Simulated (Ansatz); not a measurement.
`CC(C)[O][GaH2]`, 14 atoms. The species carries charge 0 and has multiplicity 1. Correlated methods include outer-core shells of Ga, which these sets cover unevenly. Scalar relativity is left out up to krypton. All runs use 4 threads of an Intel Xeon on a shared host. Correlated methods freeze the cores.

(1) Give the basis size and wall time and peak host memory of each of these runs in Ansatz. direct RPA on PBE orbitals/def2-TZVPP energy; RKS BLYP-D4/def2-TZVPP energy; RKS PBE0-D4/def2-TZVP frequencies; RHF-CCSD(T)/def2-SVP energy; RHF-MP2/def2-QZVPP energy; RKS r2SCAN-D4/def2-TZVPP energy and forces; RHF-CCSD(T)/def2-TZVPP energy; RKS PBE0-D4/def2-QZVPP energy; RKS ωB97M-V/def2-SVP energy; RKS PBE0-D4/def2-TZVP relaxation (36 steps); RKS BHLYP-D4/def2-TZVPP energy; RKS B97M-V/def2-TZVPP energy. (Estimate.)

Results:

(1) The calculation gave: Other jobs shared the machine, so times are rough.

```csv
level,job,functions,wall time,peak host memory (GiB)
RKS BLYP-D4/def2-TZVPP,energy,298,8 s,0.46
RKS ωB97M-V/def2-SVP,energy,133,11 s,0.5
RKS BHLYP-D4/def2-TZVPP,energy,298,12 s,0.99
RKS r2SCAN-D4/def2-TZVPP,energy and forces,298,14 s,0.49
direct RPA on PBE orbitals/def2-TZVPP,energy,298,19 s,1
RKS B97M-V/def2-TZVPP,energy,298,25 s,0.56
RHF-CCSD(T)/def2-SVP,energy,133,32 s,0.97
RKS PBE0-D4/def2-QZVPP,energy,587,35 s,2.8
RHF-MP2/def2-QZVPP,energy,587,100 s,5.3
RKS PBE0-D4/def2-TZVP,relaxation (36 steps),226,6.4 min,0.75
RKS PBE0-D4/def2-TZVP,frequencies,226,12 min,0.74
RHF-CCSD(T)/def2-TZVPP,energy,298,12 min,10
```
